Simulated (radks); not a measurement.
Values are calculated unless marked as measured or tabulated.
Charge is removed step by step from the 5p down level of the lutetium ion Lu+, starting from [Kr] 4d10 4f14 5s2 5p(up 3, down 3) 6s2. Level of theory: scalar-relativistic Kohn-Sham, PBEsol, spin-polarised, spherical densities, finite nucleus; Fermi nuclear charge, rms radius 5.37 fm (a radial shooting solver on a logarithmic mesh with Libxc functionals).

[
 {"removed (e)": "0", "E - E(0) (eV)": "0.000", "eigenvalue (eV)": "-40.475", "E minus straight line (eV)": "0.000"},
 {"removed (e)": "0.25", "E - E(0) (eV)": "10.500", "eigenvalue (eV)": "-43.618", "E minus straight line (eV)": "-1.207"},
 {"removed (e)": "0.5", "E - E(0) (eV)": "21.793", "eigenvalue (eV)": "-46.830", "E minus straight line (eV)": "-1.620"},
 {"removed (e)": "0.75", "E - E(0) (eV)": "33.897", "eigenvalue (eV)": "-50.103", "E minus straight line (eV)": "-1.222"},
 {"removed (e)": "1", "E - E(0) (eV)": "46.826", "eigenvalue (eV)": "-53.431", "E minus straight line (eV)": "0.000"}
]

Removing the whole electron costs 46.826 eV by Delta-SCF, against 40.475 eV from minus the eigenvalue at the starting occupation. Slater's transition state (half an electron removed) gives 46.830 eV. Integrating minus the eigenvalue over the occupation (Janak's theorem) gives 46.871 eV. In this scalar-relativistic scheme the density is built from large components alone, so the theorem holds only approximately. The mean slope of the eigenvalue, de/dn, is 13.0 eV per electron.
